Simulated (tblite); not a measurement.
Compound: CH₇NOSi.
SMILES with atom numbers: `[NH2:1][CH2:2][SiH2:3][OH:4]` (hydrogens: H5, H6 on N1; H7, H8 on C2; H9, H10 on Si3; H11 on O4)

Cartesian coordinates in Å at the GFN2-xTB level; atoms count from 1:
```
atom  x, y, z in Å
N1    -1.177    0.874    0.006
C2    -0.730   -0.517   -0.109
Si3    1.179   -0.527   -0.024
O4     1.710    0.742   -0.885
H5    -0.965    1.224    0.936
H6    -2.184    0.938   -0.112
H7    -1.183   -1.174    0.645
H8    -1.066   -0.882   -1.082
H9     1.736   -1.729   -0.636
H10    1.601   -0.376    1.373
H11    1.081    1.430   -1.098
```

Calculated harmonic vibrations of the isolated species, GFN2-xTB (tblite), most abundant isotopes, no scaling. This tight-binding method is rough: wavenumbers can miss measured ones by several per cent, in bad cases by 10 to 20. Modes of hydrogen on silicon can be 10 to 20 % off. One conformer, not necessarily the lowest.

Harmonic wavenumbers (cm⁻¹): 65.8, 167.7, 252.8, 299.1, 332.4, 517.0, 596.5, 678.5, 718.4, 783.9, 801.9, 852.0, 913.5, 975.2, 1080.0, 1091.0, 1252.7, 1334.6, 1495.8, 1577.7, 2218.9, 2297.2, 2865.6, 2969.4, 3368.1, 3396.2, 3621.8.

A = 9854, B = 4059, C = 3194 MHz; mass 77.030 u (most abundant isotopes); point group C1, symmetry number 1.

Q: What is the zero-point energy?

A: ½Σν̃ = 18262 cm⁻¹ = 52.21 kcal/mol.

Q: Give the ideal-gas entropy at 273.15 K and 1 bar in the rigid-rotor, harmonic-oscillator model (classical rotation).

A: Translation 38.53, rotation 25.07, vibration 12.46: S = 76.1 cal/(mol K).

Q: And Cp and H(273.15 K) − H(0)?

A: Cp = 23.10 cal/(mol K), of which vibrations give 15.16 (their classical limit is 27 R = 53.7); H(273.15 K) − H(0) = 4.10 kcal/mol without the zero-point energy, 1.93 from vibrations.

Q: What must be added to the electronic energy to get the Gibbs energy at 273.15 K and 1 bar?

A: ZPE + [H(273.15 K) − H(0)] − T·S = 52.21 + 4.10 − 20.78 = 35.53 kcal/mol.

Q: How do the functions run with temperature in this model?

A: 
```json
{"T (K)": "150", "S (cal/(mol K))": "64.7", "Cp (cal/(mol K))": "15.7", "H − H(0) (kcal/mol)": "1.71", "G − H(0) (kcal/mol)": "-7.99", "ln q(vib)": "1.19"}
{"T (K)": "250", "S (cal/(mol K))": "74.1", "Cp (cal/(mol K))": "21.7", "H − H(0) (kcal/mol)": "3.58", "G − H(0) (kcal/mol)": "-14.94", "ln q(vib)": "2.42"}
{"T (K)": "298.15", "S (cal/(mol K))": "78.2", "Cp (cal/(mol K))": "24.6", "H − H(0) (kcal/mol)": "4.69", "G − H(0) (kcal/mol)": "-18.61", "ln q(vib)": "3.05"}
{"T (K)": "400", "S (cal/(mol K))": "86.2", "Cp (cal/(mol K))": "30.0", "H − H(0) (kcal/mol)": "7.48", "G − H(0) (kcal/mol)": "-26.98", "ln q(vib)": "4.41"}
{"T (K)": "600", "S (cal/(mol K))": "99.9", "Cp (cal/(mol K))": "37.7", "H − H(0) (kcal/mol)": "14.30", "G − H(0) (kcal/mol)": "-45.62", "ln q(vib)": "7.11"}
{"T (K)": "900", "S (cal/(mol K))": "116.6", "Cp (cal/(mol K))": "45.0", "H − H(0) (kcal/mol)": "26.78", "G − H(0) (kcal/mol)": "-78.20", "ln q(vib)": "10.94"}
```

q(vib) and H(0) count from the zero-point level.

Q: Which modes carry the vibrational entropy at 273.15 K?

A: 65.8 cm⁻¹: 4.10; 167.7 cm⁻¹: 2.30; 252.8 cm⁻¹: 1.56; 299.1 cm⁻¹: 1.28; 332.4 cm⁻¹: 1.11; 517.0 cm⁻¹: 0.52 cal/(mol K); the other 21 give 1.60 together.

Hindered rotation and anharmonicity are outside this model. Other conformers, if any are populated, would add a mixing term that is left out. The structure is chiral; the term R ln 2 for an equal mix with its mirror image is left out.
